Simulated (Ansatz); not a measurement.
`C#[C][SnH]([F])[Cl]` + `C#C[Si](C)(Cl)Cl` → `C#[C][SnH]([CH3])[F]` + `C#C[Si](Cl)(Cl)Cl` at 400 K and 1 bar (redistribution).

Isolated molecules relaxed with PBE0-D4/def2-TZVP in Ansatz; ΔE leaves out vibrations. CBS: MP2 limit from def2 TZ/QZ plus the TZ coupled-cluster correction, frozen cores. def2 core potentials past Kr. For Sn outer-core shells are correlated without core-valence functions, which leaves a few kJ/mol of doubt a bond.

```csv
species,CCSD(T)/CBS energy (Eh),H − E (kJ/mol),S (J/(mol·K))
`C#[C][SnH]([F])[Cl]`,-850.91139,107.9,395.8
`C#C[Si](C)(Cl)Cl`,-1325.27391,195.8,417.1
`C#[C][SnH]([CH3])[F]`,-430.95503,203.2,413.5
`C#C[Si](Cl)(Cl)Cl`,-1745.22500,100.0,396.6
```

H − E and S are ideal-gas, rigid-rotor, harmonic terms from PBE0-D4/def2-TZVP, for one conformer and one mirror image of each species. 1 Eh = 2625.50 kJ/mol, R = 8.31446 J/(mol·K).

By hand: ΔE, ΔH, ΔS and ΔG.

ΔE = (-430.95503) + (-1745.22500) − (-850.91139) − (-1325.27391) = 0.00527 Eh = 13.8 kJ/mol. Δ(H − E) = 203.2 + 100.0 − 107.9 − 195.8 = -0.5, so ΔH = 13.3 kJ/mol. ΔS = 413.5 + 396.6 − 395.8 − 417.1 = -2.8 J/(mol·K). ΔG = 13.3 − 400 × (-2.8)/1000 = 14.4 kJ/mol.

By hand: the equilibrium constant, and the temperature at which ΔG would vanish if ΔH and ΔS stayed fixed.

log₁₀ K = −ΔG/(RT ln 10) = -1.9. ΔH and −TΔS have one sign here, so there is no such temperature. One of them is within its doubt of zero, so this could turn.

The number of gas molecules stays the same, so ΔS is small and ΔH decides. A doubt of 5 kJ/mol in ΔE shifts log₁₀ K by 0.7 here. Other conformers and mirror images would add mixing entropy, several J/(mol·K) or more a flexible species. These are equilibria of isolated gas molecules and say nothing of rates. Largest T1 diagnostic: 0.013 (customary marks: 0.02 for closed shells, 0.045 for open ones).
